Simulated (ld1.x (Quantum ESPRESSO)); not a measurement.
**What one change does to a pseudopotential (Fe, ultrasoft)**

```
Element                 : Fe
Generator               : ld1.x (Quantum ESPRESSO) 7.5
Type                    : ultrasoft
Functional              : LDA (PZ)
Relativity              : scalar-relativistic
Frozen core             : [Ne]
Valence charge          : 16
Reference configuration : 3s2 3p6 3d6 4s2 4p0
Partial waves           : 3s (bound): rcut 1.10, rcutus 1.30 bohr; 4s (bound): rcut 1.10, rcutus 1.30 bohr; 3p (bound): rcut 1.25, rcutus 1.35 bohr; 4p (bound, empty): rcut 1.25, rcutus 1.35 bohr; 3d (bound): rcut 1.00, rcutus 1.35 bohr; 3d channel at 3.1 Ry: rcut 1.00, rcutus 1.35 bohr
Local potential         : all-electron potential smoothed inside 1.15 bohr (lloc = -2)
Core correction         : Bessel-smoothed model core inside 0.60 bohr
Augmentation charge     : PSQ, inside the norm-conserving radii
```

Change: all radii but the core radius scaled by about 1.04 (s 1.36, p 1.40, d 1.40 bohr, rcut 1.14/1.30/1.04); local potential all-electron potential smoothed inside 1.20 bohr (lloc = -2).

Cutoffs: the cutoffs (Ry, on a coarse ladder) from which the occupation-weighted sum of valence levels, in a spherical-Bessel basis at the reference potential, stays within 10 and 1 mRy of its value at 400 Ry; they do not see the model core or the augmentation charge, which bear on the density cutoff. Errors are all-electron minus pseudo energies relative to the spin-unpolarised reference configuration.

Predict the effect on cutoff, ghosts and configuration errors.

The potential gets softer (70 Ry and 110 Ry → 55 Ry and 100 Ry); of the 9 tests that both files solve, the error grows in 3 and shrinks in 2 by more than 15 % and 0.3 meV (median size 5.3 → 4.6 meV); neither file shows a bound ghost. A larger radius leaves more room for a smooth pseudo-wave, so fewer plane waves are needed.

```csv
quantity,base,changed
"cutoff, loose",70 Ry,55 Ry
"cutoff, tight",110 Ry,100 Ry
loose cutoff by channel (10 mRy a level),"s 35 Ry, p 40 Ry, d 50 Ry","s 35 Ry, p 35 Ry, d 45 Ry"
bound ghosts,none,none
"error for 3s2 3p6 3d6 4s1 4p0, meV [ΔE 8.98 eV]",-0.1,-0.3
"error for 3s2 3p6 3d6 4s0 4p0, meV [ΔE 25.47 eV]",+0.8,+0.3
"error for 3s2 3p6 3d5 4s0 4p0, meV [ΔE 60.00 eV]",+5.3,+4.6
"error for 3s2 3p6 3d6 4s0 4p1, meV [ΔE 14.11 eV]",-0.5,-3.1
"error for 3s1 3p6 3d6 4s2 4p0, meV [ΔE 101.39 eV]",-5.9,-24
"error for 3s2 3p6 3d6 4s1 4p1, meV [ΔE 4.18 eV]",-0.4,-1.4
"error for 3s2 3p6 3d7 4s0 4p0, meV [ΔE 6.86 eV]",+7.2,+5.3
"error for 3s2 3p6 3d6 4s2 4p0 (spin-polarised), meV [ΔE -3.39 eV]",+77,+73
"error for 3s2 3p6 3d6 4s1 4p0 (spin-polarised), meV [ΔE 4.81 eV]",+81,+74
lowest overlap eigenvalue by channel,"s 0.12, p 0.15, d 0.35","s 0.09, p 0.12, d 0.26"
```
